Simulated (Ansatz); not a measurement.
FGaH₄N₂, SMILES `[NH2][Ga]([NH2])[F]`, 8 atoms. Charge 0, multiplicity 1. Correlated methods include outer-core shells of Ga, which these sets cover unevenly. Scalar relativity is left out up to krypton. All runs use 4 threads of an Intel Xeon Platinum 8259CL on a shared host. Correlated methods freeze the cores.

Task: Give the basis size and wall time and peak host memory of each of these runs in Ansatz. RKS SPW92 (LDA)/def2-TZVPP energy; RKS PBE0-D4/def2-TZVP frequencies; RHF-CCSD(T)/def2-TZVPP energy; RKS CAM-B3LYP-D4/def2-TZVPP energy; RKS PBE0-D4/def2-QZVPP energy; RHF-CCSD(T)/def2-SVP energy; RKS PBE0-D4/def2-TZVP relaxation (6 steps); RKS B3LYP-D4/def2-TZVPP energy and forces; RKS PBE0-D4/def2-TZVPP energy; RKS ωB97M-V/def2-QZVPP energy; RKS ωB97M-V/def2-SVP energy; direct RPA on PBE orbitals/def2-TZVPP energy. (Best estimate.)

Result: Computed: Other jobs shared the machine, so times are rough.

| level | job | functions | wall time | peak host memory (GiB) |
| --- | --- | --- | --- | --- |
| RKS SPW92 (LDA)/def2-TZVPP | energy | 197 | 1.2 s | 0.23 |
| RKS PBE0-D4/def2-TZVPP | energy | 197 | 2.3 s | 0.45 |
| RKS CAM-B3LYP-D4/def2-TZVPP | energy | 197 | 3.1 s | 0.53 |
| RKS B3LYP-D4/def2-TZVPP | energy and forces | 197 | 3.1 s | 0.45 |
| RKS ωB97M-V/def2-SVP | energy | 94 | 4.8 s | 0.29 |
| RHF-CCSD(T)/def2-SVP | energy | 94 | 5 s | 0.38 |
| direct RPA on PBE orbitals/def2-TZVPP | energy | 197 | 5.5 s | 0.42 |
| RKS PBE0-D4/def2-QZVPP | energy | 380 | 8.5 s | 1.1 |
| RKS ωB97M-V/def2-QZVPP | energy | 380 | 17 s | 1.4 |
| RKS PBE0-D4/def2-TZVP | relaxation (6 steps) | 165 | 20 s | 0.39 |
| RHF-CCSD(T)/def2-TZVPP | energy | 197 | 68 s | 2.5 |
| RKS PBE0-D4/def2-TZVP | frequencies | 165 | 120 s | 0.41 |

B3LYP here is the variant with VWN-RPA as its local correlation; programs differ in this.
